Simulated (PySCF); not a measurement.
# Continuum solvent and chemical shifts

Mapped SMILES: `[CH3:1][C:2](=[O:3])[NH:4][B:5]1[O:6][BH:7][O:8][BH:9][O:10]1` (H(Xn): hydrogen on atom n).

GIAO PBE0/pcSseg-1 in PySCF 2.14 on one PBE0-D3(BJ)/def2-SVP conformer, non-relativistic, equivalent nuclei averaged. Solvents enter as an IEF-PCM continuum (chloroform with ε = 4.7, acetone with ε = 20.5) around the gas-phase geometry. Shifts are referred to TMS, BF3·OEt2 computed in the same medium.

Gas phase, δ in ppm: C2 171.8, C1 26.2, B7/B9 27.0, B5 18.5, H(N4) 5.17, H(B7)/H(B9) 4.58, H(C1) 1.97. Dipole moment 3.69 D.

Question: How does each δ change in the continuum?

Answer: 
| atoms | environment | Δδ, chloroform | Δδ, acetone |
| --- | --- | --- | --- |
| C2 | amide carbonyl carbon | +5.7 | +7.7 |
| C1 | methyl carbon α to a carbonyl | +1.3 | +1.8 |
| B7/B9 | boron bonded to 2 O, H, in a 6-membered ring | +0.3 | +0.4 |
| B5 | boron bonded to N, 2 O, in a 6-membered ring | +0.4 | +0.5 |
| H(N4) | hydrogen on an amide-type nitrogen | +0.65 | +0.89 |
| H(B7)/H(B9) | hydrogen on a boron bonded to 2 O, in a 6-membered ring | -0.04 | -0.05 |
| H(C1) | hydrogen on a methyl carbon α to a carbonyl | +0.15 | +0.21 |

Changes are relative to the gas phase. The dipole moment becomes 4.54 D in chloroform, 4.87 D in acetone.

Question: Which of the listed nuclei move most (in ppm), and what does the model miss? (N and O are left out, as their reference compounds move with the solvent too.)

Answer: C2 (amide carbonyl carbon, +7.7 ppm) in acetone. A continuum only polarises the solute; specific hydrogen bonds, the anisotropy of aromatic solvents and changes of geometry or conformer are outside it.
